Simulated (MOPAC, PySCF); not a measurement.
H3B2N, SMILES `BB=N`, neutral singlet in the gas phase. 

Cartesian coordinates (Å):
SMILES: B(=N)B
```xyz
6

B     -1.1808     0.2176     0.9119
B      0.4444    -0.0819     0.8643
N      1.6639    -0.3068     0.8285
H     -1.5967     1.3205     1.0732
H     -1.9706    -0.6633     0.7857
H      2.6398    -0.4862     0.7998
```
Charge 0, multiplicity 1.

All levels are single points at this geometry (B3LYP-D3(BJ)/def2-TZVP); Pople sets use spherical d functions. Orbital energies aren't observables, and empty levels follow the basis.

AM1 in MOPAC gives dipole (D) = 0.57.

### Question
Estimate the dipole (D) from each of these levels: B3LYP-D3(BJ)/def2-TZVP in PySCF; B3LYP/6-311+G** in PySCF; B3LYP/6-31G* in PySCF; PBE/6-31G* in PySCF; SVWN5/6-31G* in PySCF; PM3 in MOPAC; PM6 in MOPAC; PM7 in MOPAC.

### Answer

```tsv
level	dipole (D)
B3LYP-D3(BJ)/def2-TZVP in PySCF	0.24
B3LYP/6-311+G** in PySCF	0.18
B3LYP/6-31G* in PySCF	0.54
PBE/6-31G* in PySCF	0.79
SVWN5/6-31G* in PySCF	0.83
PM3 in MOPAC	2.52
PM6 in MOPAC	0.13
PM7 in MOPAC	1.64
```
